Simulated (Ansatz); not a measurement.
AlF₂ (SMILES [F][Al][F]), doublet, geometry from GFN2-xTB (such geometries of metal compounds can be far from the true shape); LC-WPBE/6-31G in Ansatz (a quantum-chemistry and plane-wave program).

The Ansatz input:
Ansatz 0.2 input:
```yaml
crystal:
  periodic: [false, false, false]
  atoms:
    - {symbol: Al, position_ang: [-0.00451449, 0.34922303, 0.00195349]}
    - {symbol: F, position_ang: [1.55484400, -0.23215983, -0.00125071]}
    - {symbol: F, position_ang: [-1.54832307, -0.27227344, -0.00157100]}
basis:
  gaussian:
    orbitals: 6-31G
hamiltonian:
  xc: lc_wpbe
magnetization: {spin_polarized: true, initial_magnetization: 1}
```

What the program printed (banner, timings and long lists left out):

```
Functional definition: LC-wPBE
294 factors; integrals over basis functions are off by at most 2.2e-4 eV
154 factors; integrals over basis functions are off by at most 5.6e-5 eV
mean field evaluation 1: about -12020.8861 eV, gradient 3.4e1 eV
mean field evaluation 2: about -12020.0450 eV, gradient 4.2e1 eV
mean field evaluation 4: about -12025.1857 eV, gradient 5.4e-1 eV
mean field evaluation 8: about -12025.1894 eV, gradient 8.3e-3 eV
mean field evaluation 16: about -12025.1894 eV, gradient 5.8e-5 eV
mean field -12025.18942323 eV, -441.9175603375 hartree, gradient 5.8e-5 eV, S^2 0.752522; 0 other end points of the search recorded, 0 dependent functions left out
reference -12025.18942324 eV, -441.9175603377 hartree; 16, 15 occupied and 15, 16 virtual orbitals, 294 factors
Total energy: -12025.18942324 eV, -441.9175603377 hartree
```
